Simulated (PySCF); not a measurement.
Ionisation energy of P⁺ by level of theory

P⁺ [Ne] 3s2 3p2 (3P) → P²⁺ [Ne] 3s2 3p1 (2P), as a difference of total energies. Calculation: PySCF 2.14, in aug-cc-pV(T+d)Z with one added diffuse shell each of s, p, d, f type (7s6p5d3f, 71 functions); no relativity, point nucleus. Correlated levels: valence: [Ne] frozen. The calculations carry no spin-orbit coupling.

| method | ionisation energy (eV) |
| --- | --- |
| UHF | 19.163 |
| LDA | 19.818 |
| PBE | 19.783 |
| PBE0 | 19.820 |
| r2SCAN | 19.948 |
| PW91 | 19.843 |
| BP86 | 19.834 |
| BHandHLYP | 19.613 |
| SCS-MP2 (valence) | 19.526 |

Problem. Estimate what MP2 (valence) gives.

Solution. 19.616 eV, closest to BHandHLYP among the rows shown.

Problem. Estimate what TPSSh gives.

Solution. 19.848 eV, closest to PW91 among the rows shown.

A first-order spin-orbit estimate (lowest level to lowest level, LS coupling) adds -0.007 eV.

Errors of the correlated levels include the incompleteness of this basis and the frozen core.

For comparison: 19.769 eV (semi-empirical (NIST evaluation); NIST Atomic Spectra Database, ionization energies).
